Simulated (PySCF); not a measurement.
H₆BN, charge +1, doublet, at the geometry of the source list (a state made from the parent by changing its charge; the spin is typed, not shown lowest); CAMB3LYP/def2-SV(P) in PySCF.

Input for PySCF:
```python
from pyscf import gto, scf, dft

mol = gto.M(
    atom='''
B    -0.824500    0.108500   -0.017900
N     0.820900   -0.110000    0.018300
H    -1.225800   -0.630900   -0.859700
H    -0.985700    1.257400   -0.288300
H    -1.207600   -0.172300    1.073800
H     1.018100   -1.066800    0.287500
H     1.215800    0.535400    0.692800
H     1.188900    0.078800   -0.906600
''',
    basis='def2-sv(p)',
    charge=1,
    spin=1,
    verbose=3,
)

mf = dft.UKS(mol)
mf.xc = 'camb3lyp'
mf.kernel()
mf.analyze()
```

Output, abridged:

```
converged SCF energy = -82.6840913856038  <S^2> = 0.75763395  2S+1 = 2.0076194
**** MO energy ****
                             alpha | beta                alpha | beta
MO #1   energy= -14.704625756695   | -14.7045452565635  occ= 1 | 1
MO #2   energy= -7.08876363368205  | -7.08501217884194  occ= 1 | 1
MO #3   energy= -1.25758390547073  | -1.25585330623418  occ= 1 | 1
MO #4   energy= -0.897240588896096 | -0.858733129285582 occ= 1 | 1
MO #5   energy= -0.86523657301351  | -0.856772630169536 occ= 1 | 1
MO #6   energy= -0.858025754111276 | -0.849470893858935 occ= 1 | 1
MO #7   energy= -0.718898104701996 | -0.691679106322579 occ= 1 | 1
MO #8   energy= -0.718578955403941 | -0.623794163718504 occ= 1 | 1
MO #9   energy= -0.63644267430089  | -0.44479744194551  occ= 1 | 0
MO #10  energy= -0.144667513632157 | -0.14346616488666  occ= 0 | 0
MO #11  energy= -0.0618186590124322 | -0.06101829226757  occ= 0 | 0
MO #12  energy= -0.0606577209212304 | -0.0598231329677081 occ= 0 | 0
MO #13  energy= -0.0443469798510527 | -0.0373464686827738 occ= 0 | 0
MO #14  energy= -0.0286570662536865 | -0.0073245751844202 occ= 0 | 0
MO #15  energy= -0.0205336202493309 | -0.0033625555770902 occ= 0 | 0
MO #16  energy= 0.02034050608744   | 0.0310660614098044 occ= 0 | 0
MO #17  energy= 0.0943324542137196 | 0.118876992393184  occ= 0 | 0

To work with the spin densities directly, `use mulliken_meta_spin()` only printing them here.

 ** Mulliken spin pop alpha/beta on meta-lowdin orthogonal AOs **
 ** Mulliken Spin Density (per atom)  **
spin density of  0 B =      0.40066
spin density of  1 N =      0.00205
spin density of  2 H =     -0.01008
spin density of  3 H =      0.29413
spin density of  4 H =      0.29621
spin density of  5 H =      0.00899
spin density of  6 H =     -0.00010
spin density of  7 H =      0.00815
 ** Mulliken pop alpha/beta on meta-lowdin orthogonal AOs **
 ** Mulliken atomic charges   ( Nelec_alpha | Nelec_beta ) **
charge of  0B =     -0.07734  (     2.73900      2.33834 )
charge of  1N =     -0.24136  (     3.62171      3.61965 )
charge of  2H =      0.05317  (     0.46837      0.47845 )
charge of  3H =      0.21159  (     0.54127      0.24714 )
charge of  4H =      0.21291  (     0.54165      0.24544 )
charge of  5H =      0.28439  (     0.36230      0.35331 )
charge of  6H =      0.27227  (     0.36381      0.36392 )
charge of  7H =      0.28437  (     0.36189      0.35374 )

WARN: System has nonzero charge 1; the dipole moment is origin-dependent.
Location of origin: [0. 0. 0.]

Dipole moment(X, Y, Z, Debye):  1.86082,  0.38117,  0.70778
```
